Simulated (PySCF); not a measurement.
These are B3LYP-D3(BJ)/def2-TZVP in PySCF values and carry that method's errors. All species are isolated molecules in the gas phase. B3LYP has the VWN-RPA correlation part, as in Gaussian. Excitations are Tamm–Dancoff values on a coarser integration grid. The basis has no diffuse functions, so Rydberg states are missing or too high.

Reference species (SMILES): `FBF` (neutral, multiplicity 1).

```yaml
HOMO–LUMO gap: 10.01 eV
T1 excitation (TDA): 7.63 eV
HOMO: -10.67 eV
dipole_moment: 0.91 D
```

Changed species: `FB` (2 of 3 F replaced by H; the reference has 1 of 3 F replaced by H).

### Question
What does the change do to the HOMO–LUMO gap, T1 excitation (TDA), HOMO and dipole moment?

### Answer
the HOMO–LUMO gap falls by 2.30 eV, to 7.71 eV; the T1 excitation (TDA) drops by 2.18 eV, to 5.45 eV; the HOMO rises by 1.50 eV, to -9.17 eV; the dipole moment falls by 0.15 D, to 0.76 D.
